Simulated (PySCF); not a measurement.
Ionising InPb

PBE0; PySCF, scalar-relativistic core potentials, basis sets In cc-pVDZ-PP with ECP28, Pb cc-pVDZ-PP with ECP60. Neutral (UKS): quartet (σ ↑, π ↑↑), Re = 2.909 Å, ωe = 129 cm⁻¹, De = 1.92 eV, HOMO -4.90 eV, LUMO -2.50 eV.

InPb⁺ (UKS): triplet (σ ↑, π ↑), Re = 3.312 Å, ωe = 74.1 cm⁻¹. The energies at the minima are -383.01047 hartree for InPb and -382.77182 for InPb⁺.

Task: Work out the adiabatic ionisation energy, without and with harmonic zero-point energies (1 hartree = 27.2114 eV, 1 eV = 8065.5 cm⁻¹), and the change of the bond length.

Result: At PBE0: 0.23865 hartree = 6.494 eV between the minima; the zero-point term (74.1 − 129.0)/2 cm⁻¹ = -0.003 eV makes it 6.491 eV. Re changes by +40.3 pm against the neutral. The electron leaves a π orbital, and the ion is left as a loose complex of an ion and an atom.

Spin–orbit coupling is left out, which matters for elements this heavy, above all for dissociation energies. States were picked by a PBE0 search and need not be the measured ground states.
